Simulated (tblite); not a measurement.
Record of a relaxation.

Compound: C7H14FNSi.
Numbering: `[F:1][CH2:2][Si@@H:3]1[CH2:4][C@H:5]([CH:6]2[CH2:7][CH2:8][CH2:9]2)[NH:10]1` (hydrogens: H11, H12 on C2; H13 on Si3; H14, H15 on C4; H16 on C5; H17 on C6; H18, H19 on C7; H20, H21 on C8; H22, H23 on C9; H24 on N10)

Computed with GFN2-xTB (tblite), gas phase: L-BFGS steps from a force-field or distance-geometry start until the largest atomic force falls under 0.01 eV/Å. 5 of its 125 geometries are shown.

Step 0: E = -855.6499 eV, largest atomic force 3.609 eV/Å
```
atom  x, y, z in Å  |  force x, y, z in eV/Å
F1     -4.506    0.427    0.311   -0.211   0.112  -0.070
C2     -3.413    0.832   -0.425   -0.280   0.981  -0.400
Si3    -2.288   -0.659   -0.533    0.876   0.284  -0.066
C4     -1.091   -0.647    0.873    0.226  -1.406   3.316
C5      0.057   -1.014   -0.062   -1.542   0.792   0.653
C6      1.293   -0.304    0.386   -0.518  -0.919  -0.885
C7      2.553   -0.519   -0.422    1.824  -1.055   1.331
C8      2.921    0.917   -0.025   -0.087   0.591  -1.555
C9      1.413    1.151    0.017   -0.219   1.698   1.286
N10    -0.667   -0.395   -1.158   -0.626  -0.810  -3.377
H11    -3.791    1.177   -1.417    0.164  -0.022   0.799
H12    -2.952    1.674    0.154   -0.390  -0.506  -0.650
H13    -2.929   -1.941   -0.744   -0.320  -0.159  -0.191
H14    -1.207   -1.478    1.601   -0.085   0.851   0.242
H15    -0.923    0.330    1.381   -0.114  -0.907  -0.270
H16     0.125   -2.091   -0.195    0.410  -0.104   0.143
H17     1.467   -0.466    1.474   -0.132   0.005  -0.760
H18     3.188   -1.313    0.052   -0.157   0.368  -1.042
H19     2.421   -0.606   -1.513    0.008  -0.226   0.732
H20     3.316    1.050    0.986    0.454  -0.141  -0.628
H21     3.390    1.480   -0.853    0.446  -0.063   0.913
H22     1.027    1.429   -0.988   -0.093  -0.218   1.081
H23     1.129    1.811    0.869   -0.315   0.119  -1.072
H24    -0.544   -0.824   -2.093    0.681   0.733   0.467
```

Step 31: E = -856.9300 eV, largest atomic force 0.120 eV/Å
```
atom  x, y, z in Å  |  force x, y, z in eV/Å
F1     -4.601    0.596    0.058   -0.052   0.100  -0.042
C2     -3.409    0.902   -0.571   -0.004   0.008   0.001
Si3    -2.291   -0.631   -0.397    0.051   0.006  -0.031
C4     -1.131   -0.934    1.082    0.045   0.013  -0.012
C5      0.023   -1.019    0.064   -0.044  -0.066  -0.003
C6      1.300   -0.279    0.432   -0.069   0.000   0.030
C7      2.572   -0.508   -0.403   -0.055  -0.090   0.015
C8      2.909    0.979   -0.236   -0.015  -0.078  -0.015
C9      1.439    1.222    0.137    0.000   0.060   0.033
N10    -0.716   -0.464   -1.069    0.012   0.010  -0.037
H11    -3.652    1.103   -1.615   -0.031   0.029   0.009
H12    -3.041    1.821   -0.115    0.021  -0.027   0.026
H13    -3.157   -1.761   -0.765    0.048  -0.061   0.029
H14    -1.289   -1.846    1.650    0.052   0.041  -0.018
H15    -0.998   -0.111    1.778   -0.015   0.010  -0.017
H16     0.281   -2.069   -0.117    0.051  -0.101  -0.010
H17     1.496   -0.488    1.486    0.069   0.016   0.026
H18     3.277   -1.241   -0.017    0.080   0.009  -0.011
H19     2.339   -0.742   -1.439   -0.022  -0.078  -0.022
H20     3.583    1.153    0.601   -0.019   0.014   0.013
H21     3.304    1.483   -1.116   -0.080   0.058   0.008
H22     0.842    1.515   -0.723   -0.031  -0.003   0.003
H23     1.240    1.898    0.962    0.011   0.099   0.058
H24    -0.332   -0.559   -1.995   -0.003   0.031  -0.031
```

Step 62: E = -856.9859 eV, largest atomic force 0.120 eV/Å
```
atom  x, y, z in Å  |  force x, y, z in eV/Å
F1     -4.540    0.783   -0.209   -0.016   0.012   0.032
C2     -3.242    0.955   -0.646   -0.038   0.016  -0.014
Si3    -2.259   -0.661   -0.400    0.014  -0.044  -0.080
C4     -1.138   -0.981    1.107   -0.003   0.001  -0.005
C5      0.038   -1.076    0.123    0.024  -0.021  -0.013
C6      1.308   -0.343    0.524    0.029   0.013  -0.005
C7      2.523   -0.500   -0.411    0.029   0.062  -0.031
C8      2.714    1.025   -0.401   -0.059   0.103  -0.019
C9      1.359    1.179    0.306    0.004   0.008   0.028
N10    -0.663   -0.495   -1.020    0.014  -0.072  -0.020
H11    -3.316    1.223   -1.701    0.018   0.012  -0.053
H12    -2.837    1.811   -0.103   -0.016   0.011   0.047
H13    -3.130   -1.785   -0.787    0.055   0.052   0.030
H14    -1.290   -1.881    1.689   -0.059  -0.016   0.021
H15    -1.030   -0.140    1.782    0.053   0.024   0.056
H16     0.300   -2.127   -0.064   -0.016  -0.026   0.006
H17     1.549   -0.628    1.550    0.014   0.015   0.013
H18     3.352   -1.087   -0.020    0.005   0.009   0.028
H19     2.256   -0.898   -1.389   -0.020   0.041  -0.002
H20     3.560    1.355    0.203   -0.075  -0.081  -0.004
H21     2.778    1.512   -1.373    0.043  -0.085  -0.035
H22     0.567    1.518   -0.362    0.047  -0.016   0.075
H23     1.362    1.791    1.206   -0.030  -0.005  -0.004
H24    -0.234   -0.530   -1.930   -0.015  -0.014  -0.049
```

Step 93: E = -857.0150 eV, largest atomic force 0.029 eV/Å
```
atom  x, y, z in Å  |  force x, y, z in eV/Å
F1     -4.377    0.920   -0.533   -0.013   0.015  -0.005
C2     -3.017    1.068   -0.725   -0.014   0.003  -0.005
Si3    -2.166   -0.620   -0.432   -0.005  -0.008   0.027
C4     -1.126   -0.979    1.125    0.003  -0.005   0.010
C5      0.082   -1.188    0.196    0.001  -0.003  -0.002
C6      1.342   -0.431    0.589   -0.002   0.000   0.006
C7      2.472   -0.438   -0.460   -0.005   0.001   0.006
C8      2.402    1.095   -0.542   -0.004   0.003  -0.003
C9      1.263    1.103    0.490   -0.005   0.000  -0.013
N10    -0.555   -0.678   -1.015   -0.002   0.003  -0.002
H11    -2.892    1.417   -1.751    0.010   0.007  -0.005
H12    -2.698    1.861   -0.046    0.011  -0.002   0.003
H13    -3.134   -1.664   -0.788   -0.006  -0.007  -0.010
H14    -1.389   -1.860    1.700    0.002  -0.004   0.009
H15    -0.973   -0.152    1.811    0.011  -0.003   0.003
H16     0.330   -2.253    0.099   -0.006  -0.003  -0.012
H17     1.661   -0.792    1.569    0.003  -0.003   0.010
H18     3.420   -0.832   -0.100   -0.007   0.009   0.002
H19     2.213   -0.952   -1.383    0.009   0.007   0.009
H20     3.310    1.596   -0.215   -0.002   0.017   0.010
H21     2.122    1.481   -1.519    0.010   0.001   0.002
H22     0.312    1.454    0.096    0.004   0.000  -0.003
H23     1.485    1.632    1.415    0.012  -0.012  -0.018
H24    -0.099   -0.769   -1.907   -0.007  -0.014  -0.020
```

Step 124: E = -857.0174 eV, largest atomic force 0.010 eV/Å
```
atom  x, y, z in Å  |  force x, y, z in eV/Å
F1     -4.348    0.975   -0.597    0.001   0.001   0.001
C2     -2.978    1.084   -0.727    0.004  -0.002   0.003
Si3    -2.171   -0.624   -0.413    0.000  -0.003   0.000
C4     -1.116   -0.997    1.132   -0.003   0.001   0.000
C5      0.082   -1.206    0.191    0.003   0.001   0.003
C6      1.336   -0.436    0.583   -0.002   0.002  -0.003
C7      2.472   -0.422   -0.459    0.002  -0.001   0.001
C8      2.371    1.108   -0.550    0.004  -0.004  -0.001
C9      1.240    1.097    0.490   -0.001  -0.002  -0.002
N10    -0.567   -0.707   -1.018    0.007   0.002   0.004
H11    -2.796    1.438   -1.744    0.004   0.003   0.001
H12    -2.665    1.861   -0.027   -0.002   0.006   0.003
H13    -3.165   -1.650   -0.749    0.001  -0.003  -0.009
H14    -1.380   -1.881    1.702    0.001   0.000   0.002
H15    -0.951   -0.177    1.824    0.000  -0.002   0.004
H16     0.337   -2.270    0.096    0.001  -0.001   0.004
H17     1.655   -0.796    1.564    0.002   0.004  -0.009
H18     3.426   -0.789   -0.087    0.006  -0.007   0.004
H19     2.236   -0.948   -1.382   -0.007   0.003  -0.002
H20     3.269    1.634   -0.232   -0.003  -0.002   0.004
H21     2.077    1.482   -1.528   -0.005   0.001  -0.005
H22     0.282    1.445    0.108   -0.005  -0.002  -0.004
H23     1.471    1.622    1.414   -0.008   0.004   0.000
H24    -0.129   -0.825   -1.916   -0.001   0.002  -0.001
```

**Question.** Summarise the path.

**Answer.** The energy falls by 31.53 kcal/mol from step 0 to step 124; nine tenths of that is first reached at step 25. It never rises by more than 0.2 meV. The largest force goes from 3.609 to 0.010 eV/Å. Among the bonds Si3–C4 changes most, from 1.847 to 1.908 Å; the atoms move by 0.714 Å rms after alignment.

**Question.** Follow the three bonds and two angles with the largest change from start to end.

**Answer.** 
| step | E above end (kcal/mol) | largest force (eV/Å) | Si3–C4 (Å) | C2–Si3 (Å) | Si3–N10 (Å) | Si3–N10–H24 (°) | C2–Si3–C4 (°) |
| --- | --- | --- | --- | --- | --- | --- | --- |
| 0 | 31.53 | 3.609 | 1.847 | 1.871 | 1.757 | 111.6 | 109.9 |
| 5 | 8.00 | 0.381 | 1.880 | 1.888 | 1.734 | 126.0 | 112.1 |
| 11 | 5.47 | 0.321 | 1.895 | 1.911 | 1.726 | 131.9 | 113.1 |
| 16 | 4.30 | 0.200 | 1.904 | 1.921 | 1.728 | 135.5 | 114.7 |
| 22 | 3.46 | 0.159 | 1.902 | 1.910 | 1.725 | 134.8 | 117.3 |
| 27 | 2.62 | 0.191 | 1.903 | 1.907 | 1.720 | 133.8 | 120.2 |
| 32 | 1.94 | 0.125 | 1.905 | 1.907 | 1.720 | 134.5 | 123.9 |
| 38 | 1.62 | 0.078 | 1.906 | 1.912 | 1.722 | 134.2 | 125.6 |
| 43 | 1.49 | 0.104 | 1.906 | 1.913 | 1.719 | 135.0 | 125.5 |
| 49 | 1.22 | 0.091 | 1.906 | 1.913 | 1.719 | 135.5 | 123.7 |
| 54 | 1.03 | 0.084 | 1.904 | 1.906 | 1.718 | 136.4 | 123.7 |
| 59 | 0.89 | 0.102 | 1.909 | 1.911 | 1.717 | 136.3 | 123.6 |
| 65 | 0.60 | 0.215 | 1.904 | 1.911 | 1.722 | 134.6 | 121.3 |
| 70 | 0.33 | 0.080 | 1.909 | 1.913 | 1.720 | 134.4 | 121.3 |
| 75 | 0.22 | 0.060 | 1.905 | 1.911 | 1.718 | 135.2 | 121.3 |
| 81 | 0.15 | 0.038 | 1.906 | 1.914 | 1.717 | 136.1 | 121.4 |
| 86 | 0.10 | 0.061 | 1.908 | 1.913 | 1.716 | 136.9 | 122.0 |
| 92 | 0.06 | 0.031 | 1.907 | 1.913 | 1.714 | 136.9 | 122.2 |
| 97 | 0.04 | 0.022 | 1.907 | 1.914 | 1.716 | 136.7 | 122.4 |
| 102 | 0.03 | 0.020 | 1.908 | 1.914 | 1.715 | 136.6 | 122.5 |
| 108 | 0.02 | 0.017 | 1.908 | 1.914 | 1.715 | 136.5 | 122.7 |
| 113 | 0.01 | 0.016 | 1.908 | 1.915 | 1.716 | 136.5 | 122.7 |
| 119 | 0.00 | 0.012 | 1.907 | 1.914 | 1.716 | 136.4 | 122.7 |
| 124 | 0.00 | 0.010 | 1.908 | 1.915 | 1.716 | 136.6 | 122.7 |

The cost below is that of the whole relaxation. Time: 5.8 s wall, 4.0 s CPU. Hardware: an Intel Xeon at 2.50 GHz with one thread, on a shared host.
